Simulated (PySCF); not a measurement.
The geometries are computed with GFN2-xTB (gas phase). One conformer each, none proved a minimum here. Atom numbers follow the mapped SMILES.

**Question.** Rank these C–C bonds from shortest to longest.
A. C5–C7 in `[O:1]=[C:2]1[CH:3]=[CH:4][C:5](=[O:6])[CH:7]=[CH:8]1`
B. C2–C3 in `[N:1]#[C:2][C@@H:3]1[CH2:4][O:5][C@@H:6]([F:7])[C@H:8]([F:9])[O:10]1` with C2–C3–C4–O5 -66°, C3–C4–O5–C6 -57°, C4–O5–C6–F7 -72°, O5–C6–C8–F9 83°
C. C2–C3 in `[N:1]#[C:2][c:3]1[s:4][cH:5][p:6][c:7]1[F:8]`

**Answer.** C (1.402 Å), B (1.457 Å), A (1.476 Å).

- 1.402 Å: drawn single, nitrile carbon to substituted aromatic carbon
- 1.457 Å: drawn single, nitrile carbon to sp3 carbon bound to oxygen
- 1.476 Å: drawn single, ketone carbonyl carbon to alkene CH carbon, in a 6-membered ring

**Question.** Order these C–C–C angles, narrowest first.
A. C2–C3–C4 in `[O:1]=[C:2]1[CH:3]=[CH:4][C:5](=[O:6])[CH:7]=[CH:8]1`
B. C2–C3–C4 in `[N:1]#[C:2][C@@H:3]1[CH2:4][O:5][C@@H:6]([F:7])[C@H:8]([F:9])[O:10]1` with C2–C3–C4–O5 -66°, C3–C4–O5–C6 -57°, C4–O5–C6–F7 -72°, O5–C6–C8–F9 83°
C. C2–C3–C7 in `[N:1]#[C:2][c:3]1[s:4][cH:5][p:6][c:7]1[F:8]`

**Answer.** B (110.5°), A (122.2°), C (125.4°).
